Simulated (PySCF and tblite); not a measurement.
Results of a calculation; reference values are marked as such.
2 regioisomers of C₃H₆SSe:

```tsv
isomer	SMILES
A	[SeH:1][CH:2]1[CH2:3][S:4][CH2:5]1
B	[SeH:1][C@@H:2]1[CH2:3][CH2:4][S:5]1
```

Protocol: conformer search, at most 6 conformers an isomer, GFN2-xTB geometries, energies r2SCAN/def2-TZVP (IEF-PCM, cyclohexane) (D3(BJ) added where defined), weights at 298.15 K with GFN2-xTB thermal terms. Programs: PySCF with density fitting and tblite.

Task: Rank the isomers by free energy at 298.15 K.

Result: 
```json
{"isomer": "A", "ΔG (kcal/mol)": "0.0", "ΔE, lowest conformer": "0.0", "conformers": "2", "largest weight %": "73", "rms dipole (D)": "0.75"}
{"isomer": "B", "ΔG (kcal/mol)": "1.3", "ΔE, lowest conformer": "1.8", "conformers": "3", "largest weight %": "41", "rms dipole (D)": "2.68"}
```

ΔG is for one enantiomer.

GFN2-xTB leaves a saturated small ring flat here that puckers in reality.
